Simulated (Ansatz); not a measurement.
Question: Name a neutral molecule of Cl, F, O, Si and H with HOMO–LUMO gap (ωB97M-V/def2-TZVPP) between 11.20 and 11.50 eV and LUMO energy (B3LYP/def2-TZVPP) between -0.90 and -0.60 eV (Ansatz, PBE0-D4/def2-TZVP geometry).

Answer: `O[SiH](O)[Si](F)(Cl)Cl` (11.40 eV, -0.83 eV). Other molecules can fit too; these were computed, each in one conformer that needn't be the lowest.

B3LYP here is the variant with VWN-RPA as its local correlation; programs differ in this.
